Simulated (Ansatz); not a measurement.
Cost and result for the atomization energy of BCl2HSe (`ClB(Cl)[SeH]`) (5 atoms, 4 bonds).

Charge 0, multiplicity 1. Correlated methods include outer-core shells of Se, which these sets cover unevenly. Scalar relativity is left out up to krypton. All single points use the PBE0-D4/def2-TZVP geometry. It is one conformer, not always the lowest. Program: Ansatz. All runs use 2 threads of a server CPU on a shared host. Times are those of one run each, without the atoms' runs, and a repeat can differ threefold. Electronic energies, without spin–orbit coupling; frozen cores. CCSD(T)/CBS adds CCSD(T) − MP2 in def2-TZVPP to the MP2 limit, and its time is that of the two runs behind it. T1 = 0.011. With those shells the extrapolation isn't a true limit.

CCSD(T)/CBS is a level of theory with its own doubt, some kJ/mol a heavy atom from the limit and from the frozen cores, so smaller differences don't rank the functionals.

```
                             level  functions  wall time
            LDA (SPW92)/def2-TZVPP        177      1.2 s
                BLYP-D4/def2-TZVPP        177      2.3 s
                  CCSD(T)/def2-SVP         87      3.4 s
                PBE0-D4/def2-TZVPP        177      3.5 s
               BHLYP-D4/def2-TZVPP        177      3.8 s
           CAM-B3LYP-D4/def2-TZVPP        177        4 s
r2SCAN-D4/def2-TZVPP (with forces)        177        6 s
               PBE-QIDH/def2-TZVPP        177        6 s
                 B97M-V/def2-TZVPP        177      9.5 s
  ωB97M-V/def2-TZVPP (with forces)        177       14 s
                    MP2/def2-QZVPP        316       17 s
                CCSD(T)/def2-TZVPP        177       65 s
                 CCSD(T)/CBS(def2)          –       81 s
```

(1) What atomization energy does each give, and how far from CCSD(T)/CBS? (Best estimate.)

Results:

(1) Computed: 
```tsv
level	atomization (kJ/mol)	difference from CCSD(T)/CBS	per bond
LDA (SPW92)/def2-TZVPP	1872.4	286.4	71.6
BLYP-D4/def2-TZVPP	1571.9	-14.1	-3.5
CCSD(T)/def2-SVP	1493.5	-92.5	-23.1
PBE0-D4/def2-TZVPP	1613.1	27.1	6.8
BHLYP-D4/def2-TZVPP	1520.8	-65.2	-16.3
CAM-B3LYP-D4/def2-TZVPP	1567.5	-18.5	-4.6
r2SCAN-D4/def2-TZVPP (with forces)	1622.8	36.8	9.2
PBE-QIDH/def2-TZVPP	1600.9	14.9	3.7
B97M-V/def2-TZVPP	1619.9	33.9	8.5
ωB97M-V/def2-TZVPP (with forces)	1593.5	7.5	1.9
MP2/def2-QZVPP	1635.1	49.1	12.3
CCSD(T)/def2-TZVPP	1536.1	-49.9	-12.5
CCSD(T)/CBS(def2)	1586.0	0.0	0.0
```

Leaving LDA and LC-ωPBE aside and taking each functional with its dispersion term where it has one, the values, not all of them listed here, spread over 127.8 kJ/mol, from BHLYP-D4 to PBE-D4. LDA lies +240.4 kJ/mol from PBE without D4, its usual overbinding. From r2SCAN to r2SCAN0 (25 % exact exchange), in def2-TZVPP and without D4, the atomization energy moves by −36.7 kJ/mol: exact exchange takes away binding that semilocal exchange gives to molecules. At CCSD(T), def2-SVP lies −92.5 kJ/mol from the extrapolated value and def2-TZVPP −49.9 kJ/mol: correlation converges slowly with the basis, and small sets miss more of it in the bonded molecule than in its fragments.
